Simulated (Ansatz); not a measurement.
Species: BHF, charge 1, singlet. BHF+ (parent SMILES [BH]F, singlet).
B3LYP-D3(BJ)/def2-TZVP minimum from Ansatz (an electronic-structure program):
```xyz
3

B      0.0000     0.0000    -0.6502
F      0.0000     0.0000     0.5641
H      0.0000     0.0000    -1.8264
```
Charge +1, spin multiplicity 1.

Total energies in aug-cc-pVTZ, 10 correlated electrons, 2 frozen orbitals. UHF or UKS for unpaired electrons; spin-orbit terms are left out. Correlated methods leave the cores frozen. No relativity. The spin of HBF+ (parent SMILES [BH]F, singlet) was assumed, and the state is the lowest solution found for it.

| method | program | energy (Eh) | minus CCSDT(Q) (mEh) |
|---|---|---|---|
| HF | Ansatz | -124.45787 | 343.76 |
| MP2 | Ansatz | -124.78344 | 18.18 |
| CCSD | Ansatz | -124.79051 | 11.11 |
| CCSD(T) | Ansatz | -124.80105 | 0.58 |
| CCSDT(Q) | Ansatz | -124.80163 | 0.00 |

Rough core times of Ansatz's runs on a shared machine: CCSD(T) under 20 s, CCSDT(Q) 6 min.
